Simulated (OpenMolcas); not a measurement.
# Re4+: ligand-field states by method

Re4+ with its 6 nearest fluoride ions at 1.804 Å, on the Ge site of Cs2GeF6 (a = 9.021 Å, distance in the model lattice 1.804 Å). The rest of the host is ab initio model potentials to 7.6 Å and point charges beyond; the distance is set by hand and nothing relaxes. Ligand basis ANO-RCC-VDZP.
```
Re    0.0000    0.0000    0.0000
F     1.8040    0.0000    0.0000
F     0.0000    1.8040    0.0000
F    -1.8040    0.0000    0.0000
F     0.0000   -1.8040    0.0000
F     0.0000    0.0000    1.8040
F     0.0000    0.0000   -1.8040
```

| Item | Value |
| --- | --- |
| Program | OpenMolcas 26.06 |
| Basis | ANO-RCC-VTZP [8s7p5d3f2g1h] |
| Scalar Hamiltonian | DKH2, point nucleus |
| Active space | 3 electrons in 5 orbitals (5d) |
| State averaging | 2S+1 = 4 even, 10 roots; 2S+1 = 2 even, 40 roots |
| Spin-orbit coupling | state interaction with AMFI integrals over the reference wave functions |

I. CASSCF
II. SS-CASPT2, IPEA 0.25 Eh, imaginary shift 0.1 Eh (closed shells correlated: 5s 5p and the ligand valence shells)

Spin-free states (labels of O, the rotations of Oh) in cm-1, each column counted from its own energy of the first state listed:

```
   State  Degeneracy      I     II
     4A2           1      0      0
      2E           2  13912  10380
     2T1           3  14381  10250
     2T2           3  22629  17300
     4T2           3  50335  49720
     4T1           3  58431  55830
     2A1           1  61204  56620
2S+1 = 2           3  63333  58630
2S+1 = 2           3  63681  59010
      2E           2  65313  59850
```

From I to II, I's first state of the same spin (4T2) moves from 50335 to 49720 cm-1, by about -620 cm-1.

From I to II, I's first state of another spin (2E) moves from 13912 to 10380 cm-1, by about -3500 cm-1. In II another state of that kind comes below it.

χT at 300 K: I 1.58, II 1.50 cm3 K/mol.

The states above are spin-free; spin-orbit coupling is strong here and shifts and splits them by thousands of cm-1.

Roots that are degenerate in the reference are averaged as groups; the widest CASPT2 spread within a group is 400 cm-1 (the 3-fold group of multiplicity 2 near 62500 cm-1 above the lowest state of its run, II). Shifts and gaps below about the spread of the groups concerned are not significant. Over all roots computed the reference weight is 0.71 to 0.73 in II; a low but even weight reflects the number of correlated electrons. The least metal-like active orbital is 72 % on the metal (Löwdin) and no ligand orbital is active, so the numbers are rough. Ligand-to-metal charge-transfer states are missing. With no ligand orbital active B as a rule stays too high, so bands that hang on it stand too high and its fall with covalency is understated. Without dynamic correlation the repulsion within the d shell is too large (B by tens of per cent), so at a given field states of lower spin stand too high (holds for I). With metal d orbitals alone the field can be off either way by tens of per cent (holds for I). With one d shell and no ligand orbital active, 10Dq can be off by a tenth or more (holds for II). The distance lies 5 % under the 1.892 Å that this model takes as the normal distance (a Shannon-type radius plus a fixed donor radius, weighted with the host); by an R⁻⁵ law this alone changes a d-shell field by about +27 %. No measured value stands beside these numbers; the geometry was set by hand and not optimised.
